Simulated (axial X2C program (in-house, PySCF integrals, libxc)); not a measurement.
Spectroscopic constants of WSi

All values were computed with an axial X2C code built on PySCF integrals. Spin-free means the one-electron spin-free X2C Hamiltonian; two-component (2c) means X2C with spin–orbit coupling and atomic mean-field two-electron Coulomb and Gaunt terms, so the difference of the two also holds small scalar two-electron terms. Basis: W dyall-cv3z [13s14p9d7f4g], Si dyall-v3z [8s7p2d1f] (cores contracted in-house); Gaussian nuclei, density fitting, unrestricted open shells. Masses: W 183.951 u, Si 27.977 u.

State, spin-free: M_S = 2, Λ = 1 (beyond evenly filled blocks: σα, π+α, π+β, π-α, δ+α, δ-α); electrons by block: σα: 18, σβ: 17, π+α: 9, π+β: 9, π-α: 9, π-β: 8, δ+α: 4, δ+β: 3, δ-α: 4, δ-β: 3, φ+α: 1, φ+β: 1, φ-α: 1, φ-β: 1. Fragments: W + Si.

State, 2c: Ω = 3 (⟨Sz⟩ = 1.96, ⟨Lz⟩ = 1.04 at PBE0); electrons by block: 1/2: 27, -1/2: 26, 3/2: 12, -3/2: 12, 5/2: 5, -5/2: 4, 7/2: 1, -7/2: 1. Fragments: W + Si.

```
Hamiltonian    level  Re (Å)  ωe (cm⁻¹)  Be (cm⁻¹)  αe (cm⁻¹)  k (mdyn/Å)  μ (D)
  spin-free     PBE0   2.314      388.2     0.1296   0.000722        2.16  -2.62
  spin-free     CCSD   2.342      366.8     0.1265   0.000733        1.93    n/a
  spin-free  CCSD(T)   2.328      384.8     0.1281   0.000694        2.12    n/a
  spin-free     TPSS   2.312      412.0     0.1298   0.000589        2.43  -2.35
         2c     PBE0   2.307      390.1     0.1305   0.000723        2.18  -2.57
         2c     TPSS   2.303      412.8     0.1308   0.000562        2.44  -2.31
```

Correlated methods: 10 electrons correlated (number of frozen shells: W 5 s, 4 p, 2 d, 1 f; Si 2 s, 1 p), 286 virtual spin orbitals or spinors in MP2, 90 natural virtuals in coupled cluster.

Dipoles are positive if Si is the positive end.

The state is a single determinant with fixed occupations, the lowest that a limited PBE0 search found. De is not given where an atomic determinant may have missed its ground term or J level, or where the truncated virtual space spoils (T). Density functionals use the spin component along the axis (collinear). CCSD and (T) use frozen natural virtuals with an MP2 correction for the truncation; (T) itself is uncorrected, so its De runs slightly low. Other states lie close and PBE0, whose exact exchange favours high spin, may order them wrongly; the determinant shown need not be the ground state. The nearest other spin-free determinant of the search, M_S = 2, Λ = 0, lies 0.46 eV up at the distance of the search. Without a current term, density functionals place determinants with orbital angular momentum somewhat too high. With several unpaired electrons one determinant need not be a pure state. A state of lower Ω lies just above, and one determinant can place such states too high, so the state shown need not be the lowest. The search has Ω = 1 only 0.08 eV up. Open-shell Ω = 0 determinants with evenly filled partner blocks cannot be reached by this program, so the Ω shown need not be the lowest component. At some level and bond length an empty orbital lies below a filled one. The determinant is spin-polarised beyond a pure state at some levels (its spin-free form has ⟨S²⟩ too high), which makes Re and μ there less reliable. The T1 diagnostic is large, a sign of multireference character. With the outer-core shells frozen, correlated bond lengths of heavy atoms tend to come out a few hundredths of an ångström too long.

No reliable constants came from CCSD (2c), CCSD(T) (2c), HF (2c), HF (spin-free), MP2 (2c), MP2 (spin-free): no minimum in range, unconverged points, a curve that is not smooth, a change of character along it, or the two Hamiltonians disagreeing along it.

Rough cost a point (2c) on 1 thread(s) of a shared host, integrals apart: PBE0 2.3 s, TPSS 1.6 s.

The whole task took 3.5 min on 1 thread of AMD EPYC 9B45 (Zen 5), on a shared host.
